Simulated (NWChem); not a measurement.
KF; SMILES [K][F]

```xyz
2

K      0.0000     0.0000    -0.7269
F      0.0000     0.0000     1.4490
```
Atoms are numbered in this order, from 1.

All runs: NWChem. Pople sets run with spherical d functions. Coordinates come from a B3LYP/6-31G* (spherical d) optimisation. GIAO values for the isolated, static molecule; σ is the absolute isotropic shielding, δ = σ(reference) − σ with the isolated reference molecule computed at the same levels (19F: trichlorofluoromethane).

### Question
Predict the results for B3LYP/6-31G*. Quantities: σ K1 (ppm); δ F2 (ppm).

### Answer
The σ K1 (ppm) comes out as 1319.8 and the δ F2 (ppm) is -133.9.
